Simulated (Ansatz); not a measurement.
Pb4O3⁺. Total charge 1; doublet. Geometry PBE-D4/def2-SVP, that of the neutral singlet; atoms count from 1.

```xyz
7

Pb    0.796    0.246    1.999
Pb   -1.117   -1.475   -0.308
Pb    1.818    0.133   -1.169
Pb   -0.835    1.969   -0.339
O     1.059   -1.354    0.390
O    -0.402    0.190   -1.705
O    -1.318    0.291    1.133
```

In the def2 sets Pb takes a core potential; there is no spin–orbit coupling. The structure comes from a short search, and lower isomers may exist.

**Question.** Estimate the Mulliken populations from the PBE0/def2-TZVP orbitals of Ansatz.

**Answer.** 
| atom | charge (e) | spin (α − β) |
| --- | --- | --- |
| Pb1 | 0.78 | 0.32 |
| Pb2 | 1.01 | -0.01 |
| Pb3 | 0.78 | 0.32 |
| Pb4 | 0.78 | 0.32 |
| O5 | -0.78 | 0.01 |
| O6 | -0.78 | 0.01 |
| O7 | -0.78 | 0.01 |
Mulliken values and Mayer orders depend strongly on the basis.

**Question.** Where does the spin sit?

**Answer.** Summed by element: Pb 0.96, O 0.04, of 1 unpaired in all. Largest on single atoms: Pb1 0.32, Pb3 0.32, Pb4 0.32.

**Question.** And the Mayer bond orders between bonded heavy atoms (over 0.3)?

**Answer.** Pb1–O5 0.63 (2.28 Å); Pb1–O7 0.63 (2.28 Å); Pb2–O5 0.48 (2.29 Å); Pb2–O6 0.48 (2.29 Å); Pb2–O7 0.48 (2.29 Å); Pb3–O5 0.63 (2.28 Å); Pb3–O6 0.63 (2.28 Å); Pb4–O6 0.63 (2.28 Å); Pb4–O7 0.63 (2.28 Å).
